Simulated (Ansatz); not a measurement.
# Abstraction of Cl: CH3Cl + SiH2(CH3)(SiH2) → CH3 + CH7ClSi2

Gas-phase species: CH3Cl (chloromethane) `CCl`, singlet; SiH2(CH3)(SiH2), doublet; CH3 (methyl radical) `[CH3]`, doublet; CH7ClSi2 `C[SiH2][SiH2]Cl`, singlet. A radical takes Cl: the energy is the difference in strength between the C–Cl bond broken and the Si–Cl bond made.

Shapes, held fixed at every level: PBE0-D4/def2-TZVP. Flexible molecules stand in one conformer, not always the lowest. Programs: Ansatz 0.2.0. Electronic energies: no zero-point or thermal term.

| level | kind | ΔE (kJ/mol) | less CCSD(T)/CBS estimate |
| --- | --- | --- | --- |
| MP2/def2-TZVPP | perturbation theory | -83.1 | +2.1 |
| r2SCAN-D4/def2-TZVPP | meta-GGA | -86.6 | -1.4 |
| PBE0-D4/def2-TZVPP | global hybrid | -74.7 | +10.5 |
| wB97M-V/def2-TZVPP | range-separated hybrid | -85.0 | +0.2 |
| wB97X-V/def2-TZVPP | range-separated hybrid | -82.7 | +2.5 |
| CCSD(T)/def2-TZVPP | coupled cluster or CI | -81.5 | +3.7 |
| CCSD/def2-TZVPP | coupled cluster or CI | -85.1 | +0.1 |
| CCSD(T)/CBS estimate | coupled cluster or CI | -85.2 | 0.0 |

The highest level, CCSD(T)/CBS estimate, gives ΔE = -85.2 kJ/mol; the levels span -86.6 to -74.7. The column of differences is taken from that level and isn't an error. No measured value is set beside it here. Open shells run unrestricted. The CBS estimate extrapolates MP2 from def2-TZVPP and def2-QZVPP and adds CCSD(T) − MP2 in the triple-zeta set, cores frozen.
